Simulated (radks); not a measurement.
Effect of the nuclear size on the gadolinium ion Gd34+, [Ar] 3d10 4s2. Calculated with a radial shooting solver on a logarithmic mesh with Libxc functionals: Dirac Kohn-Sham, relativistic LDA (MacDonald-Vosko exchange, VWN5 correlation), spin-unpolarised, spherical densities, finite nucleus; Fermi nuclear charge, rms radius 5.1569 fm. The rms radius is varied about that value; shifts are against it.

[
 {"rms radius (fm)": "4.1771", "total energy shift (eV)": "-7.24", "density at nucleus (e/bohr^3)": "6.56e+05", "1s1/2 shift (meV)": "-2960", "2s1/2 shift (meV)": "-382", "3s1/2 shift (meV)": "-83.2", "3p1/2 shift (meV)": "2.18", "4s1/2 shift (meV)": "-26.5", "4p1/2 (empty) shift (meV)": "0.898", "5s1/2 (empty) shift (meV)": "-11.7"},
 {"rms radius (fm)": "4.6928", "total energy shift (eV)": "-3.57", "density at nucleus (e/bohr^3)": "6.368e+05", "1s1/2 shift (meV)": "-1460", "2s1/2 shift (meV)": "-188", "3s1/2 shift (meV)": "-41.0", "3p1/2 shift (meV)": "1.07", "4s1/2 shift (meV)": "-13.1", "4p1/2 (empty) shift (meV)": "0.442", "5s1/2 (empty) shift (meV)": "-5.79"},
 {"rms radius (fm)": "5.1569", "total energy shift (eV)": "0", "density at nucleus (e/bohr^3)": "6.217e+05", "1s1/2 shift (meV)": "0.000", "2s1/2 shift (meV)": "0.000", "3s1/2 shift (meV)": "0.000", "3p1/2 shift (meV)": "0.000", "4s1/2 shift (meV)": "0.000", "4p1/2 (empty) shift (meV)": "0.000", "5s1/2 (empty) shift (meV)": "0.000"},
 {"rms radius (fm)": "5.4405", "total energy shift (eV)": "2.30", "density at nucleus (e/bohr^3)": "6.133e+05", "1s1/2 shift (meV)": "942", "2s1/2 shift (meV)": "122", "3s1/2 shift (meV)": "26.5", "3p1/2 shift (meV)": "-0.692", "4s1/2 shift (meV)": "8.43", "4p1/2 (empty) shift (meV)": "-0.285", "5s1/2 (empty) shift (meV)": "3.73"},
 {"rms radius (fm)": "5.9047", "total energy shift (eV)": "6.27", "density at nucleus (e/bohr^3)": "6.007e+05", "1s1/2 shift (meV)": "2560", "2s1/2 shift (meV)": "331", "3s1/2 shift (meV)": "72.1", "3p1/2 shift (meV)": "-1.88", "4s1/2 shift (meV)": "23.0", "4p1/2 (empty) shift (meV)": "-0.776", "5s1/2 (empty) shift (meV)": "10.2"}
]

Slopes of the eigenvalues against <r^2> in GHz/fm^2, as finite differences over the two radii next to the reference (eigenvalue slopes, not the field-shift constants of lines): 1s1/2 76600, 2s1/2 9900, 3s1/2 2160, 3p1/2 -56.4, 4s1/2 686, 4p1/2 (empty) -23.2, 5s1/2 (empty) 304.
